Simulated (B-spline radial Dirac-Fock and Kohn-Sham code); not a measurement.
**Kohn-Sham estimates against Dirac-Fock for the levels of C**

System: neutral carbon in the configuration [He] 2s2 2p2.

The density-functional columns are spherical, spin-unpolarised Dirac-Kohn-Sham results without Breit or QED terms: −ε is minus the orbital energy of the initial state and ΔSCF the difference of two total energies, and "half-occupied" is minus the orbital energy with half an electron removed (Slater transition state). The reference in the last column comes from Dirac-Fock ΔSCF + Breit + QED. All numbers are from a radial atomic solver, in eV; a selection of levels is shown.

```
    level  PBE −ε  LDA −ε  LDA half-occupied  PBE0 −ε  Dirac-Fock
   K (1s)   273.4   270.8              301.3    283.3       297.0
  L1 (2s)   13.75   13.64              19.39    15.85       18.03
L2,3 (2p)    5.29    5.42              10.85     5.03        9.99
```

Question: Order the estimates of the K (1s) level by their distance from the Dirac-Fock value, nearest first.
A. LDA half-occupied
B. PBE0 −ε
C. PBE −ε
D. LDA −ε

Answer: A (4.3 eV), B (13.7 eV), C (23.6 eV), D (26.2 eV).

For the outermost level NIST gives 11.26029 eV (measured); the differences from it are PBE −ε -5.97, LDA −ε -5.84, LDA half-occupied -0.41, PBE0 −ε -6.23, Dirac-Fock -1.27 eV. The computed values are configuration averages and the table refers to the lowest terms.
